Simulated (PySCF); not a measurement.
B3LYP has the VWN-RPA correlation part, as in Gaussian. Delta-SCF ions had no search for a lower state. Excitations are Tamm–Dancoff values on a coarser integration grid. The basis has no diffuse functions, so Rydberg states are missing or too high.

Cartesian coordinates (Å):
SMILES: C1=COCO1
```xyz
9

C      0.9391     0.6734    -0.1698
C      0.9754    -0.6416    -0.0318
O     -0.2979    -1.1505     0.1549
C     -1.1724    -0.0194     0.1235
O     -0.3612     1.1396    -0.0855
H      1.7106     1.4038    -0.3284
H      1.7866    -1.3458    -0.0399
H     -1.6978     0.0664     1.0800
H     -1.8824    -0.1258    -0.7030
```
Charge 0, spin multiplicity 1.

What is the computed total energy, HOMO, brightest of the four lowest singlets (TDA), vertical ionisation energy (Delta-SCF), T1 excitation (TDA), HOMO–LUMO gap, LUMO and S1–T1 gap (TDA) (PySCF with B3LYP-D3(BJ)/def2-TZVP)?


```yaml
total_energy: -267.2352 Ha
HOMO: -5.60 eV
brightest of the four lowest singlets (TDA): 6.22 eV
vertical ionisation energy (Delta-SCF): 8.15 eV
T1 excitation (TDA): 3.78 eV
HOMO–LUMO gap: 6.22 eV
LUMO: 0.62 eV
S1–T1 gap (TDA): 2.24 eV
```
